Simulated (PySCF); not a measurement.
## Computed data sheet: `CC(=O)OC(=O)CC#N`

Species: C5H5NO3.
Cartesian coordinates in Å at the GFN2-xTB level; atoms count from 1:
```
atom  x, y, z in Å
C1     2.327    0.705    0.561
C2     1.460   -0.088   -0.366
O3     1.753   -0.538   -1.424
O4     0.202   -0.214    0.212
C5    -0.846   -0.833   -0.396
O6    -0.819   -1.429   -1.422
C7    -2.089   -0.651    0.474
C8    -2.264    0.741    0.807
N9    -2.388    1.847    1.059
H10    2.358    0.225    1.536
H11    3.327    0.784    0.146
H12    1.896    1.695    0.692
H13   -1.955   -1.221    1.398
H14   -2.962   -1.025   -0.065
```

Structural features include: anhydride and nitrile.

GFN2-xTB geometry:

```
Point group of the GFN2-xTB geometry                  : C1
Rotational constants A, B, C of the GFN2-xTB geometry : 2.623, 1.177, 0.875 GHz
```

wB97X-D/def2-SVPD ground state and vertical TDDFT (core frozen in the response) (PySCF):

```
Dipole moment                                                     : 3.35 D
HOMO energy                                                       : -10.30 eV
LUMO energy                                                       : 0.32 eV
HOMO–LUMO gap                                                     : 10.62 eV
Lowest singlet excitation                                         : 5.05 eV (246 nm, f = 0.002)
Strongest line among the 8 lowest singlet transitions             : S5 at 7.83 eV (158 nm, f = 0.088)
Lowest triplet excitation (Tamm–Dancoff)                          : 4.59 eV
Static isotropic polarisability                                   : 70.4 au
Electronic spatial extent ⟨r²⟩ about the centre of nuclear charge : 1272 bohr²
```

Monoisotopic mass from the formula: 127.0269 u.

The vertical singlet–triplet gap S1 − T1 is 0.46 eV (TDDFT singlet less Tamm–Dancoff triplet; S1: HOMO→LUMO, weight 0.89; T1: HOMO→LUMO, weight 0.85). The principal polarisabilities are 55.1, 76.2 and 79.9 au; their mean is the isotropic value. S1 lies 5.57 eV below the HOMO–LUMO gap; its leading configuration is HOMO→LUMO, weight 0.89. The polarisability is 10.43 Å³ as a volume (1 au = 0.148185 Å³), or 1.07 au for each of the 66 electrons. A dipole of 3.35 D is allowed in C1, and pure rotational transitions are dipole-allowed.

One conformer (not necessarily the lowest) at the GFN2-xTB geometry, without solvent, vibrations or thermal averaging.
